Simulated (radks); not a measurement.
Charge is removed step by step from the 2p level of Si3+, starting from [Ne] 3s1. Code: a radial shooting solver on a logarithmic mesh with Libxc functionals. Model: non-relativistic Kohn-Sham, r2SCAN, spin-unpolarised, spherical densities, point nucleus; meta-GGA in the generalised Kohn-Sham scheme. At the starting occupation the eigenvalue is -134.12 eV. Estimate the energy to remove one whole electron from this level, the eigenvalue at the end, and how far E(n) bends from a straight line.

Answer. Delta-SCF 152.56 eV; final eigenvalue -171.50 eV; the deviation from the straight line is -4.673 eV at 0.5 electron removed, the largest on the grid computed. Slater's transition state (half an electron removed) gives 152.43 eV. Integrating minus the eigenvalue over the occupation (Janak's theorem) gives 152.56 eV. The mean slope of the eigenvalue, de/dn, is 37.4 eV per electron.
